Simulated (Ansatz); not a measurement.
One change: `C/N=C\[SiH2]S` becomes `C/N=C\CCl`.

Ansatz, PBE0-D4/def2-TZVP geometries, multiplicity 1. Each molecule was computed in one conformer, which needn't be the lowest.

| property | `C/N=C\[SiH2]S` |
| --- | --- |
| HOMO energy (PBE/def2-TZVPP) / eV | -5.52 |
| LUMO energy (PBE/def2-TZVPP) / eV | -2.33 |
| HOMO energy (B3LYP/def2-TZVPP) / eV | -6.65 |
| HOMO energy (ωB97M-V/def2-TZVPP) / eV | -9.10 |
| HOMO–LUMO gap (ωB97M-V/def2-TZVPP) / eV | 9.79 |
| size of the dipole moment (PBE/def2-TZVPP) / D | 0.17 |

What does the change do to each property? (Best estimate.)

The calculation gave: 
| property | `C/N=C\CCl` | shift |
| --- | --- | --- |
| HOMO energy (PBE/def2-TZVPP) / eV | -5.80 | -0.28 |
| LUMO energy (PBE/def2-TZVPP) / eV | -1.71 | 0.62 |
| HOMO energy (B3LYP/def2-TZVPP) / eV | -7.05 | -0.40 |
| HOMO energy (ωB97M-V/def2-TZVPP) / eV | -9.63 | -0.53 |
| HOMO–LUMO gap (ωB97M-V/def2-TZVPP) / eV | 11.22 | 1.43 |
| size of the dipole moment (PBE/def2-TZVPP) / D | 2.02 | 1.85 |

With PBE0 the HOMO falls by 0.42 eV and the LUMO rises by 0.73 eV, so the gap widens by about 1.15 eV. PBE moves the HOMO by -0.28 eV and ωB97M-V by -0.53 eV. Dipoles are sizes alone; their direction can turn.

B3LYP here is the variant with VWN-RPA as its local correlation; programs differ in this.
